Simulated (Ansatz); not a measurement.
Species: C10H8SSi, SMILES `C#Cc1cc([SiH3])c2ccsc2c1` (charge 0, multiplicity 1).

Q: Give a relaxed geometry from PBE-D3(BJ)/def2-SVP (Ansatz, an electronic-structure program).

A: the end point of this relaxation (outside a Z-matrix the atoms follow the SMILES, hydrogens last).
Cartesian coordinates (Å) in one orientation:
```xyz
20

C      4.463    -0.221    -0.436
C      3.253    -0.048    -0.333
C      1.843     0.143    -0.211
C      0.987    -0.975     0.026
C     -0.401    -0.840     0.152
Si    -1.481    -2.357     0.464
C     -0.966     0.465     0.040
C     -2.343     0.877     0.129
C     -2.505     2.232    -0.033
S     -1.004     3.079    -0.300
C     -0.101     1.580    -0.197
C      1.287     1.435    -0.323
H      5.529    -0.372    -0.528
H      1.454    -1.968     0.107
H     -0.598    -3.571     0.532
H     -2.241    -2.219     1.757
H     -2.492    -2.534    -0.638
H     -3.182     0.190     0.307
H     -3.442     2.803    -0.010
H      1.940     2.300    -0.505
```
